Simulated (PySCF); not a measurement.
Mo(NH)(F)3(Cl) (ClF₃HMoN), SMILES [F][Mo]([F])([F])([Cl])=[NH], multiplicity 1. Atoms are numbered in the order given.

```xyz
7

Mo     0.2369    -0.0453     0.0000
N      0.4796    -1.7112     0.0000
H      0.6060    -2.7229     0.0000
F      0.2067     0.3934     1.8047
F      0.2067     0.3934    -1.8047
F      1.9300     0.7238     0.0000
Cl    -2.0590     0.1769     0.0000
```
Charge 0, spin multiplicity 1.

Coordinates come from a B3LYP-D3(BJ)/def2-SVP optimisation. The multiplicity is an assumed one; no other spin state was optimised. The structure was generated by enumeration; whether it is a known compound was not checked. The def2 effective core potentials stand for the cores of Mo; spin–orbit coupling is left out.

Computed with M06-2X/def2-TZVP in PySCF.

Symmetry labels are those of the subgroup Cs that the program uses (full group Cs).

Computed valence orbital energies around the gap with their symmetry:
```
orbital  symmetry  energy (eV)
-------  --------  -----------
HOMO−7         A"       -14.43
HOMO−6         A'       -14.38
HOMO−5         A"       -13.74
HOMO−4         A'       -13.00
HOMO−3         A"       -12.11
HOMO−2         A'       -12.08
HOMO−1         A"       -10.95
HOMO           A'       -10.87
LUMO           A"        -3.69
LUMO+1         A'        -2.49
LUMO+2         A"        -2.15
LUMO+3         A'        -1.77
```
